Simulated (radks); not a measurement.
Problem. Calculated with a radial shooting solver on a logarithmic mesh with Libxc functionals: scalar-relativistic Kohn-Sham, LB94 model potential, spin-polarised, spherical densities, finite nucleus; open shells are filled with parallel spins first; Fermi nuclear charge, rms radius of each element as measured or else 0.836 A^(1/3) + 0.57 fm. Response by self-consistent Sternheimer equations with the Hartree and adiabatic LDA kernel, the relativistic mass of each level held fixed and spin-orbit coupling left out. For heavy and open-shell atoms this level of theory can miss by tens of per cent. Estimate the static dipole polarisabilities of Ga3+ ([Ar] 3d10) and Br7+ ([Ar] 3d10) and the C6 coefficients of the three pairs.

Solution. alpha = 1.375 and 0.2840 bohr^3; C6 = 3.082 (Ga3+-Ga3+), 0.9882 (Ga3+-Br7+), 0.3729 (Br7+-Br7+) hartree bohr^6.
